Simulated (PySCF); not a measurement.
## ¹⁹F chemical shifts

PySCF 2.14 calculation with coordinates at the GFN2-xTB level and shieldings: GIAO PBE0/pcSseg-1; one conformer, fast rotation and ring inversion assumed for equivalent nuclei, non-relativistic Hamiltonian, no solvent model.

Shieldings were converted by a linear fit to measured shifts: ¹⁹F (scatter 6.0 ppm rms, 7.0 ppm with the 5 outliers that the fit left out vs CFCl3, solution or neat liquid, with a term for F on sp3 carbon). A few per cent of atoms miss by over 2 rms, more outside the fitted compound classes.

Task: Give the ¹⁹F shifts of `C#CCN[SiH2]C(F)F`, `C/C(=P\CC(F)(F)F)C(F)(F)F`.

Result: 
```json
{"compound": "C#CCN[SiH2]C(F)F", "environment": "fluorine of a CF2 group (×2)", "δ (ppm)": "-125.4"}
{"compound": "[CH3:1]/[C:2](=[P:3]\\[CH2:4][C:5]([F:6])([F:7])[F:8])[C:9]([F:10])([F:11])[F:12]", "environment": "F6/7/8: fluorine of a CF3 group (×3)", "δ (ppm)": "-63.3"}
{"compound": "[CH3:1]/[C:2](=[P:3]\\[CH2:4][C:5]([F:6])([F:7])[F:8])[C:9]([F:10])([F:11])[F:12]", "environment": "F10/11/12: fluorine of a CF3 group (×3)", "δ (ppm)": "-68.8"}
```

Task: Match the shifts 15.5, -65.2, -91.5, -102.2, -122.6 ppm to `C=C/N=C\C(F)(F)F`, `Fc1nncc2ccccc12`, `FC(F)/C=C1/CN[SiH2]1`, `O=C(F)c1ccc([SiH3])s1`, `FC1(F)C=CCN[SiH2]1`.

Result: 15.5: O=C(F)c1ccc([SiH3])s1 (fluorine bonded to C); -65.2: C=C/N=C\C(F)(F)F (fluorine of a CF3 group); -91.5: Fc1nncc2ccccc12 (aryl fluorine); -102.2: FC1(F)C=CCN[SiH2]1 (fluorine of a CF2 group); -122.6: FC(F)/C=C1/CN[SiH2]1 (fluorine of a CF2 group).
